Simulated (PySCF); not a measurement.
Radial density of Te⁴⁶⁺ (tellurium, charge +46)

TPSSh, [He] 2s2 2p2, high-spin 3P determinant. Computed with PySCF 2.14 in an uncontracted even-tempered set (17 s from 22 bohr⁻², ratio 2.2; 10 p from 28 bohr⁻², ratio 2.2; 5 d from 110 bohr⁻², ratio 2.4; 5 f from 160 bohr⁻², ratio 2.4; 4 g from 240 bohr⁻², ratio 2.4), with the non-relativistic Hamiltonian (point nucleus).

| r (bohr) | 4πr²ρ (e/bohr) | 4πr²(ρα − ρβ) |
| --- | --- | --- |
| 0.000498 | 0.2906 | 0.0000 |
| 0.000837 | 0.7936 | 0.0001 |
| 0.00141 | 2.116 | 0.0002 |
| 0.00237 | 5.416 | 0.0010 |
| 0.00399 | 12.95 | 0.0060 |
| 0.00670 | 27.59 | 0.0385 |
| 0.0113 | 48.42 | 0.2387 |
| 0.0190 | 61.49 | 1.2903 |
| 0.0319 | 47.66 | 5.3681 |
| 0.0537 | 30.11 | 14.4129 |
| 0.0902 | 37.15 | 18.7150 |
| 0.152 | 18.50 | 7.1981 |
| 0.255 | 1.078 | 0.3604 |
| 0.429 | 0.002386 | 0.0007 |

A non-relativistic calculation at this Z misses sizeable relativistic shifts. Spin-orbit coupling is strong in this species (close to jj coupling), so the high-spin LS determinant is a model state, not a physical level.
